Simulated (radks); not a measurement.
Species: Au58+. Configuration: [Ar] 3d3 (the NIST ground configuration). All-electron calculation, scalar-relativistic Kohn-Sham, BLYP, spin-polarised, spherical densities, finite nucleus; open shells are filled with parallel spins first (spin-orbit coupling, left out, can overturn this in heavy ions); Fermi nuclear charge, rms radius 5.4371 fm. Program: a radial shooting solver on a logarithmic mesh with Libxc functionals.

Radial electron density D(r) = 4 pi r^2 rho(r):

```
   r/bohr * D(r) (the largest magnitude, 139, reaches the edge; | marks zero)
0.0009808 |   *
 0.001217 |    *
 0.001511 |      *
 0.001875 |         *
 0.002327 |            *
 0.002888 |                *
 0.003585 |                     *
 0.004449 |                          *
 0.005521 |                                *
 0.006798 |                                    *
 0.008437 |                                        *
  0.01047 |                                          *
    0.013 |                                          *
  0.01613 |                                        *
  0.02002 |                                     *
  0.02484 |                                      *
  0.03083 |                                          *
  0.03827 |                                                 *
   0.0475 |                                                      *
  0.05895 |                                                   *
  0.07316 |                                        *
   0.0908 |                              *
   0.1127 |                           *
   0.1399 |                              *
   0.1736 |                             *
   0.2154 |                  *
   0.2674 |      *
   0.3318 | *
   0.4118 *
   0.5111 *
```

D(r) has 3 maxima, at r = 0.0113, 0.0494, 0.149 bohr, and minima at 0.0220, 0.107 bohr, inside which lie 1.91, 10.87 electrons.
